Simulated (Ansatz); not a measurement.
Reaction (atomization): `C[O][InH][Cl]` → C• + Cl• + 4 H• + In• + O•

Gas-phase electronic energies from Ansatz, PBE0-D4/def2-TZVP geometries. CCSD(T)/CBS is the MP2 limit (def2-TZVPP, def2-QZVPP) plus CCSD(T) − MP2 in def2-TZVPP, frozen cores. This one scheme is used for every species, atoms too. Open shells (•) are unrestricted, without spin–orbit coupling. Spin–orbit coupling would lower the free atoms: a little for C, Cl, O; strongly for In. def2 core potentials past Kr. Bonds to In are less sure, by a few kJ/mol each and by 10 to 20 or more in all where they break to atoms, as the def2 sets lack core-valence functions. One conformer a species, not always the lowest.

`C[O][InH][Cl]`:

Z-matrix (Å, degrees):
```
C
O 1 1.406
H 1 1.097 2 113.5
H 1 1.096 2 109.7 3 120.8
H 1 1.096 2 109.7 3 -120.8
In 2 1.962 1 124.2 3 -0.0
Cl 6 2.332 2 110.2 1 0.0
H 6 1.688 2 125.6 1 -180.0
```

```
        species  CCSD(T)/CBS(def2) energy (Eh)
`C[O][InH][Cl]`                     -765.26650
             C•                      -37.79194
            Cl•                     -459.70966
             H•                       -0.50000
            In•                     -189.78701
             O•                      -75.00631
```

Q: Work out ΔE.

A: ΔE = 4 × (-0.50000) + (-37.79194) + (-459.70966) + (-189.78701) + (-75.00631) − (-765.26650) = 0.97158 Eh = +26.44 eV.

Largest T1 diagnostic among the species: 0.016.

From r2SCAN to r2SCAN0 (25 % exact exchange), in def2-TZVPP and without D4, ΔE moves by −0.54 eV: exact exchange takes away binding that semilocal exchange gives to molecules. Leaving LDA and LC-ωPBE aside and taking each functional with its dispersion term where it has one, the values, not all of them listed here, spread over 1.43 eV, from BHLYP-D4 to PBE-D4. LDA lies +3.81 eV from PBE without D4, its usual overbinding.

For atomizations the MP2-based limit and the directly extrapolated one differ by several kJ/mol either way, and by 10 to 25 for some Ge, Se and Sn compounds, so smaller differences from it don't rank the levels.
